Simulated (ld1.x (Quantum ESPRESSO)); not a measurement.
Scattering properties, PAW potential for silicon

ld1.x (Quantum ESPRESSO) 7.5 input, shortened:

```
&input
   title='Si', zed=14., rel=1, dft='PBE', iswitch=3,
   config='[Ne] 3s1.75 3p2.25'
 /
 &inputp
   pseudotype=3, lpaw=.true., tm=.true., lloc=-1, rcloc=1.05,
   nlcc=.true., new_core_ps=.true.,
   which_augfun='BESSEL', rmatch_augfun=0.85
 /
4
3S  1  0   1.75   0.00  1.25  1.50  0.0
3S  1  0   0.00   2.70  1.25  1.50  0.0
3P  2  1   2.25   0.00  1.10  1.40  0.0
3P  2  1   0.00   0.25  1.10  1.40  0.0
 &test
   configts(1)='3s1.75 3p2.25'
 /
```

The phase is arctan(r·u′/u) with u = r·R(r), unwrapped; energies in Ry, scanned from -3 to 5 Ry. A pole is an energy at which the radial function vanishes at the test radius. The pseudo phase is shifted by a multiple of π to meet the all-electron one at the reference energy, and phase errors are pseudo minus all-electron; the curves can meet again beyond the range given. Levels narrower than the energy grid can be missing from the lists of poles.

Q: For each channel, where are the poles, and over which energies does the pseudopotential scatter like the atom?

A:

```json
{"channel": "s", "radius (bohr)": "1.66", "reference energy (Ry)": "-0.81", "poles, all-electron": "none", "poles, pseudo": "0.99", "unbroken range about the reference energy with phases within 0.05 rad": "below 1.0", "phase error 1 Ry above the reference energy (rad)": "-0.003"}
{"channel": "p", "radius (bohr)": "1.66", "reference energy (Ry)": "-0.31", "poles, all-electron": "none", "poles, pseudo": "none", "unbroken range about the reference energy with phases within 0.05 rad": "the whole range", "phase error 1 Ry above the reference energy (rad)": "-0.000"}
```

Note: ghost state, extra bound levels that the all-electron valence spectrum of the same l lacks: p at -61.5 eV. A true bound ghost makes a file unfit for plane-wave use.

Phases in the p channel:

| E (Ry) | all-electron | pseudo |
| --- | --- | --- |
| -3.00 | 1.186 | 1.189 |
| -2.76 | 1.167 | 1.169 |
| -2.52 | 1.146 | 1.147 |
| -2.28 | 1.121 | 1.122 |
| -2.04 | 1.093 | 1.094 |
| -1.80 | 1.061 | 1.061 |
| -1.56 | 1.023 | 1.023 |
| -1.32 | 0.978 | 0.978 |
| -1.08 | 0.924 | 0.924 |
| -0.84 | 0.857 | 0.857 |
| -0.60 | 0.774 | 0.774 |
| -0.36 | 0.671 | 0.671 |
| -0.12 | 0.539 | 0.539 |
| 0.12 | 0.374 | 0.374 |
| 0.36 | 0.173 | 0.173 |
| 0.60 | -0.057 | -0.057 |
| 0.84 | -0.296 | -0.296 |
| 1.08 | -0.519 | -0.519 |
| 1.32 | -0.710 | -0.710 |
| 1.56 | -0.864 | -0.864 |
| 1.80 | -0.987 | -0.986 |
| 2.04 | -1.084 | -1.083 |
| 2.28 | -1.162 | -1.161 |
| 2.52 | -1.225 | -1.223 |
| 2.76 | -1.277 | -1.275 |
| 3.00 | -1.320 | -1.318 |
| 3.24 | -1.357 | -1.355 |
| 3.48 | -1.389 | -1.386 |
| 3.72 | -1.417 | -1.414 |
| 3.96 | -1.441 | -1.438 |
| 4.20 | -1.463 | -1.459 |
| 4.44 | -1.483 | -1.478 |
| 4.68 | -1.500 | -1.495 |
| 4.92 | -1.517 | -1.511 |
